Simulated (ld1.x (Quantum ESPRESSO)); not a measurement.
# Which change was made? (C, PAW)

```json
{
  "Element": "carbon",
  "Generator": "ld1.x (Quantum ESPRESSO) 7.5",
  "Type": "PAW",
  "Functional": "PBE",
  "Relativity": "non-relativistic",
  "Frozen core": "[He]",
  "Valence charge": "4",
  "Reference configuration": "2s2 2p2",
  "Partial waves": "2s (bound): rcut 1.10, rcutus 1.25 bohr; 2s channel at -0.35 Ry: rcut 1.10, rcutus 1.25 bohr; 2p (bound): rcut 1.60, rcutus 1.95 bohr; 2p channel at 0.2 Ry: rcut 1.60, rcutus 1.95 bohr",
  "Local potential": "all-electron potential smoothed inside 0.95 bohr (lloc = -1)",
  "Core correction": "Bessel-smoothed model core inside 0.80 bohr",
  "Augmentation charge": "PSQ, radius 1.00 bohr"
}
```

Cutoffs, loose and tight: the cutoffs (Ry, on a coarse ladder) from which the occupation-weighted sum of valence levels, in a spherical-Bessel basis at the reference potential, stays within 10 and 1 mRy of its value at 400 Ry. They do not see the model core or the augmentation charge, which bear on the density cutoff. Test errors are all-electron minus pseudo excitation energies from the reference, over the configurations 2s2 2p1; 2s2 2p0; 2s1 2p0; 2s2 2p2.3; 2s1 2p3; 2s1 2p2; 2s0 2p4; variants that change the core or the reference have their own tests.

The base gives: outcome: generated; cutoff, loose: 18 Ry; cutoff, tight: 21 Ry; bound ghosts: none; largest test error (meV): -7.4.

(1) After one change the result is: outcome: generated, overlap not positive; bound ghosts: not determined (overlap not positive); largest test error (meV): +49. Which change was it?
A. waves 2p (bound): rcut 1.40, rcutus 1.48 bohr; 2p channel at 0.2 Ry: rcut 1.40, rcutus 1.48 bohr
B. waves 2p (bound): rcut 1.60, rcutus 2.18 bohr; 2p channel at 0.2 Ry: rcut 1.60, rcutus 2.18 bohr
C. waves 2p (bound): rcut 1.16, rcutus 1.24 bohr; 2p channel at 0.2 Ry: rcut 1.16, rcutus 1.24 bohr
D. waves 2p (bound): rcut 1.60, rcutus 1.70 bohr; 2p channel at 0.2 Ry: rcut 1.60, rcutus 1.70 bohr
E. waves 2p (bound): rcut 1.60, rcutus 2.84 bohr; 2p channel at 0.2 Ry: rcut 1.60, rcutus 2.84 bohr

## Answers

(1) E. The others give: waves 2p (bound): rcut 1.40, rcutus 1.48 bohr; 2p channel at 0.2 Ry: rcut 1.40, rcutus 1.48 bohr → outcome: generated; cutoff, loose: 30 Ry; cutoff, tight: 35 Ry; bound ghosts: none; largest test error (meV): -7.0 | waves 2p (bound): rcut 1.16, rcutus 1.24 bohr; 2p channel at 0.2 Ry: rcut 1.16, rcutus 1.24 bohr → outcome: generated; cutoff, loose: 35 Ry; cutoff, tight: 50 Ry; bound ghosts: none; largest test error (meV): -8.0 | waves 2p (bound): rcut 1.60, rcutus 1.70 bohr; 2p channel at 0.2 Ry: rcut 1.60, rcutus 1.70 bohr → outcome: generated; cutoff, loose: 21 Ry; cutoff, tight: 30 Ry; bound ghosts: none; largest test error (meV): -7.3 | waves 2p (bound): rcut 1.60, rcutus 2.18 bohr; 2p channel at 0.2 Ry: rcut 1.60, rcutus 2.18 bohr → outcome: generated; cutoff, loose: 12 Ry; cutoff, tight: 18 Ry; bound ghosts: none; largest test error (meV): -7.5. A file whose overlap is not positive is unfit for use, and its test errors describe a broken file.
